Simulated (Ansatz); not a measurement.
Scan of H₃B, singlet: umbrella (inversion) coordinate, bond length relaxed. Scanned: angle between the B-H bonds and the threefold axis (90 = planar). Other coordinates (B-H bond length) were minimised at B3LYP/def2-TZVP.

RKS-PBE/def2-SVP = restricted PBE/def2-SVP in Ansatz (a first-principles code); RKS-B3LYP/def2-SVP = Ansatz with restricted B3LYP/def2-SVP; FCI/def2-SVP = full CI/def2-SVP, frozen core in Ansatz.

Energies relative to the lowest point of each profile, in kcal/mol; the last columns give the error against full CI:

```json
[
 {"a / °": "90", "RKS-PBE/def2-SVP": "0.0", "RKS-B3LYP/def2-SVP": "0.0", "FCI/def2-SVP": "0.0", "RKS-PBE/def2-SVP − FCI/def2-SVP": "0.0", "RKS-B3LYP/def2-SVP − FCI/def2-SVP": "0.0"},
 {"a / °": "93.72", "RKS-PBE/def2-SVP": "0.8", "RKS-B3LYP/def2-SVP": "0.8", "FCI/def2-SVP": "0.8", "RKS-PBE/def2-SVP − FCI/def2-SVP": "-0.1", "RKS-B3LYP/def2-SVP − FCI/def2-SVP": "0.0"},
 {"a / °": "95.89", "RKS-PBE/def2-SVP": "1.9", "RKS-B3LYP/def2-SVP": "2.0", "FCI/def2-SVP": "2.1", "RKS-PBE/def2-SVP − FCI/def2-SVP": "-0.2", "RKS-B3LYP/def2-SVP − FCI/def2-SVP": "-0.1"},
 {"a / °": "99.33", "RKS-PBE/def2-SVP": "4.8", "RKS-B3LYP/def2-SVP": "5.1", "FCI/def2-SVP": "5.2", "RKS-PBE/def2-SVP − FCI/def2-SVP": "-0.5", "RKS-B3LYP/def2-SVP − FCI/def2-SVP": "-0.2"},
 {"a / °": "101.73", "RKS-PBE/def2-SVP": "7.6", "RKS-B3LYP/def2-SVP": "8.0", "FCI/def2-SVP": "8.3", "RKS-PBE/def2-SVP − FCI/def2-SVP": "-0.7", "RKS-B3LYP/def2-SVP − FCI/def2-SVP": "-0.3"},
 {"a / °": "104.74", "RKS-PBE/def2-SVP": "11.9", "RKS-B3LYP/def2-SVP": "12.6", "FCI/def2-SVP": "13.1", "RKS-PBE/def2-SVP − FCI/def2-SVP": "-1.1", "RKS-B3LYP/def2-SVP − FCI/def2-SVP": "-0.5"},
 {"a / °": "108.16", "RKS-PBE/def2-SVP": "18.1", "RKS-B3LYP/def2-SVP": "19.2", "FCI/def2-SVP": "19.8", "RKS-PBE/def2-SVP − FCI/def2-SVP": "-1.7", "RKS-B3LYP/def2-SVP − FCI/def2-SVP": "-0.7"},
 {"a / °": "110.38", "RKS-PBE/def2-SVP": "22.9", "RKS-B3LYP/def2-SVP": "24.1", "FCI/def2-SVP": "25.0", "RKS-PBE/def2-SVP − FCI/def2-SVP": "-2.1", "RKS-B3LYP/def2-SVP − FCI/def2-SVP": "-0.8"},
 {"a / °": "113.65", "RKS-PBE/def2-SVP": "30.8", "RKS-B3LYP/def2-SVP": "32.6", "FCI/def2-SVP": "33.6", "RKS-PBE/def2-SVP − FCI/def2-SVP": "-2.8", "RKS-B3LYP/def2-SVP − FCI/def2-SVP": "-1.1"},
 {"a / °": "116.30", "RKS-PBE/def2-SVP": "38.2", "RKS-B3LYP/def2-SVP": "40.3", "FCI/def2-SVP": "41.6", "RKS-PBE/def2-SVP − FCI/def2-SVP": "-3.4", "RKS-B3LYP/def2-SVP − FCI/def2-SVP": "-1.3"},
 {"a / °": "119.83", "RKS-PBE/def2-SVP": "49.2", "RKS-B3LYP/def2-SVP": "52.0", "FCI/def2-SVP": "53.6", "RKS-PBE/def2-SVP − FCI/def2-SVP": "-4.4", "RKS-B3LYP/def2-SVP − FCI/def2-SVP": "-1.6"},
 {"a / °": "123.34", "RKS-PBE/def2-SVP": "61.6", "RKS-B3LYP/def2-SVP": "65.2", "FCI/def2-SVP": "67.1", "RKS-PBE/def2-SVP − FCI/def2-SVP": "-5.5", "RKS-B3LYP/def2-SVP − FCI/def2-SVP": "-1.9"},
 {"a / °": "125.99", "RKS-PBE/def2-SVP": "72.0", "RKS-B3LYP/def2-SVP": "76.2", "FCI/def2-SVP": "78.3", "RKS-PBE/def2-SVP − FCI/def2-SVP": "-6.3", "RKS-B3LYP/def2-SVP − FCI/def2-SVP": "-2.2"},
 {"a / °": "128.56", "RKS-PBE/def2-SVP": "83.0", "RKS-B3LYP/def2-SVP": "87.8", "FCI/def2-SVP": "90.1", "RKS-PBE/def2-SVP − FCI/def2-SVP": "-7.1", "RKS-B3LYP/def2-SVP − FCI/def2-SVP": "-2.3"},
 {"a / °": "132", "RKS-PBE/def2-SVP": "99.0", "RKS-B3LYP/def2-SVP": "104.7", "FCI/def2-SVP": "107.2", "RKS-PBE/def2-SVP − FCI/def2-SVP": "-8.2", "RKS-B3LYP/def2-SVP − FCI/def2-SVP": "-2.4"}
]
```

RKS-PBE/def2-SVP is furthest from FCI/def2-SVP at 132 (-8.2 kcal/mol, below); its mean absolute error over the points is 2.9 kcal/mol.

RKS-B3LYP/def2-SVP is furthest from FCI/def2-SVP at 132 (-2.4 kcal/mol, below); its mean absolute error over the points is 1.0 kcal/mol.
